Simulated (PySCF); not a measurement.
Species: Be(CCH)2, C4H2Be.
SMILES: `C#[C][Be][C]#C`

The closed-shell ground state was solved at several levels (PySCF, density fitting, gas phase, non-relativistic). Isolated species at its PBE0-D3(BJ)/def2-SVP geometry, gas phase. The dipole stays under 0.02 D at every level.

```json
{"level": "PBE0/pcSseg-1", "basis functions": "90", "HOMO (eV)": "-8.19", "LUMO (eV)": "-1.45", "gap (eV)": "6.74"}
{"level": "B3LYP/pcJ-1", "basis functions": "139", "HOMO (eV)": "-7.87", "LUMO (eV)": "-1.41", "gap (eV)": "6.46"}
{"level": "wB97X-D/def2-SVPD", "basis functions": "108", "HOMO (eV)": "-10.05", "LUMO (eV)": "0.30", "gap (eV)": "10.35"}
```

(1) Estimate the row for B3LYP/pcSseg-1, a basis of 90 functions; the other rows only guide the guess.

(2) Over all these levels, which gives the widest orbital gap and which the narrowest?

Answers

(1) HOMO -7.91 eV, LUMO -1.64 eV, gap 6.27 eV.

(2) wB97X-D/def2-SVPD (range-separated hybrid) has the widest, 10.35 eV, and B3LYP/pcSseg-1 (global hybrid, 20 % exact exchange) the narrowest, 6.27 eV. Functional and basis both differ between the two, so the spread mixes both effects.
